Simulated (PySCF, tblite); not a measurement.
Isomers of C4H12NSSi (doublet state). Level: GFN2-xTB in tblite, geometry and Hessian alike; calculated harmonic values, unscaled, isolated species. Against measured fundamentals such values can be off by several per cent, at times by over 20. Modes of hydrogen on silicon and sulfur can be 10 to 20 % off. One conformer each. Open shells enter through the occupations alone, without spin polarisation, and single modes of such species can be off by tens of per cent.

Electronic energies: B3LYP/pcH-1 single points on the GFN2-xTB geometries (PySCF, gas phase).

```json
{"SMILES": "C[SiH](C)C[C](N)S", "electronic energy, lowest = 0 (kcal/mol)": "15.3"}
{"SMILES": "C[CH][C@@H](C)S[SiH2]N", "electronic energy, lowest = 0 (kcal/mol)": "2.3"}
{"SMILES": "CC[C](C)S[SiH2]N", "electronic energy, lowest = 0 (kcal/mol)": "0.0"}
```

Task: How do GFN2-xTB zero-point energies change the relative energies?

Result: 
| SMILES | ZPE (kcal/mol) | of it from modes above 1550 cm⁻¹ | electronic (kcal/mol) | with ZPE, lowest = 0 (kcal/mol) | lowest mode (cm⁻¹) | rings |
| --- | --- | --- | --- | --- | --- | --- |
| CC[C](C)S[SiH2]N | 94.6 | 50.7 | 0.0 | 0.0 | 33 | 0 |
| C[CH][C@@H](C)S[SiH2]N | 93.7 | 50.9 | 2.3 | 1.4 | 7i | 0 |
| C[SiH](C)C[C](N)S | 92.9 | 50.6 | 15.3 | 13.7 | 31 | 0 |

The zero-point energies span 1.7 kcal/mol, from `C[SiH](C)C[C](N)S` to `CC[C](C)S[SiH2]N`. Slightly imaginary modes are left out of the zero-point energy: `C[CH][C@@H](C)S[SiH2]N` 6.7i cm⁻¹. The order is unchanged.

Task: And how do the electronic energies of GFN2-xTB itself compare?

Result: `CC[C](C)S[SiH2]N` 0.0; `C[CH][C@@H](C)S[SiH2]N` 5.2; `C[SiH](C)C[C](N)S` 41.8 kcal/mol, lowest = 0. Against the energies above, taken from the same isomer `CC[C](C)S[SiH2]N`, the largest difference is 26.5 kcal/mol.
